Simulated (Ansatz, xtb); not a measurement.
# C3H3F5: which of two isomers lies lower

Structure X is `FC(F)CC(F)(F)F`, a singlet and structure Y is `CC(F)(F)C(F)(F)F`, a singlet. Both are isolated molecules in the gas phase, relaxed with PBE0-D3(BJ)/def2-SVP; each stands in its lowest conformer found.

Question: Which of the two would you expect CCSD(T)/def2-SVP + ΔMP2/def2-TZVPP electronic energies to favour?

Answer: Too close to call at this level: CCSD(T)/def2-SVP + ΔMP2/def2-TZVPP gives E(Y) − E(X) = +0.017 eV.

How the difference moves with the method:

```tsv
level	geometry	E(Y) − E(X) (eV)	departure from the last row (eV)	job, with rough time for the two
GFN2-xTB	GFN2-xTB	+0.203	+0.186	optimisation, 0.12 s
HF/STO-3G	GFN2-xTB	+0.009	−0.008	single point, 0.48 s
r2SCAN-D4/def2-SVP	GFN2-xTB	−0.050	−0.067	single point, 5.4 s
PBE0-D3(BJ)/def2-SVP	PBE0-D3(BJ)/def2-SVP	+0.004	−0.012	optimisation, 38 s
HF/def2-SVP	PBE0-D3(BJ)/def2-SVP	+0.048	+0.032	part of the CCSD(T) run
MP2/def2-SVP	PBE0-D3(BJ)/def2-SVP	−0.011	−0.027	part of the CCSD(T) run
CCSD(T)/def2-SVP	PBE0-D3(BJ)/def2-SVP	−0.017	−0.034	single point
CCSD(T)/def2-SVP + ΔMP2/def2-TZVPP	PBE0-D3(BJ)/def2-SVP	+0.017		single point, 2.3 min
```

As drawn, both hold the same kinds of bond in the same numbers. Structure X has 0 methyl groups, Y 1.

The largest departure from CCSD(T)/def2-SVP + ΔMP2/def2-TZVPP is that of GFN2-xTB, 0.186 eV. The last row adds to CCSD(T) the change of the MP2 difference between the two basis sets, here +0.034 eV.

With thermal terms from frequencies at re-optimised GFN2-xTB minima (ideal gas, soft modes damped towards free rotors, one conformer each, 298.15 K, 1 atm): on the last row, ΔE + ΔZPE = −0.004, ΔH = +0.005, ΔG = +0.006 eV.

The correlated steps freeze 8 core orbitals. Codes used: Ansatz 0.2.0, xtb 6.7.1; the last row on 2 threads of Arm Neoverse V1 on a shared host.
